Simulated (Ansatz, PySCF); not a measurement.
CH2F2, triplet, at the geometry of the source list (a higher spin typed on purpose: for a closed-shell molecule this is an excited state). Base run: CASSCF(2,3)/def2-SVP run with PySCF.

Here is a job for PySCF.
```python
from pyscf import gto, scf, mcscf
import numpy

mol = gto.Mole()
mol.atom = '''
    F    -1.06190000   -0.75210000   -0.03080000
    C    -0.00280000    0.07300000    0.00700000
    F     1.11210000   -0.67040000   -0.10770000
    H     0.01150000    0.58700000    0.97830000
    H    -0.05900000    0.76250000   -0.84670000
'''
mol.basis = 'def2-svp'
mol.spin = 2
mol.verbose = 4
mol.build()

mf = scf.ROHF(mol)
mf.kernel()
mc = mcscf.CASSCF(mf, 3, 2)
mc.fix_spin_(ss=2.0)
mc.kernel()
occ = numpy.linalg.eigvalsh(mc.fcisolver.make_rdm1(mc.ci, mc.ncas, mc.nelecas))[::-1]
ss = mc.fcisolver.spin_square(mc.ci, mc.ncas, mc.nelecas)[0]
print('natural occupations', occ.round(4), ' <S^2>', round(ss, 4))
```

Programs used: Ansatz (an electronic-structure program), PySCF; a row that names a program was run with it.

Each row names what was changed in the base input (with any setting that the change needs).

| change | ΔE vs base (kcal/mol) | natural occupations | <S^2> of the state | outcome |
|---|---|---|---|---|
| base | 0.000 | 1.00 1.00 0.00 | 2.00 | converged |
| correction = SC-NEVPT2 | -337.9 | 1.00 1.00 0.00 | 2.00 | converged |
| orbitals = fixed (CASCI); correction = SC-NEVPT2 | -337.9 | 1.00 1.00 0.00 | 2.00 | converged |
| active space = 6 electrons, 7 orbitals | - | - | - | not converged |
| active space = 10 electrons, 8 orbitals | - | - | - | not converged |
| solver = newton | 0.000 | 1.00 1.00 0.00 | 2.00 | converged |
| code = ansatz | -3.77 | - | - | converged |
| orbitals = fixed (CASCI) | 0.000 | 1.00 1.00 0.00 | 2.00 | converged |
| conv_tol = 1e-5 | 0.000 | 1.00 1.00 0.00 | 2.00 | converged |
| code = ansatz; correction = SC-NEVPT2, all electrons | -331.3 | - | - | converged |
| active space = 4 electrons, 5 orbitals | -20.76 | 1.95 1.04 0.96 0.05 0.01 | 2.00 | converged |

Active orbitals are taken around the Fermi level unless the row says otherwise; CASSCF can end in different local minima, and two programs can end on different orbitals. State-averaged rows give the lowest state.

Open shells are given as the SCF converged; they aren't shown to be the lowest states, and a large step between rows can be another state.

Ansatz warned in this series: the state or the total is in doubt.
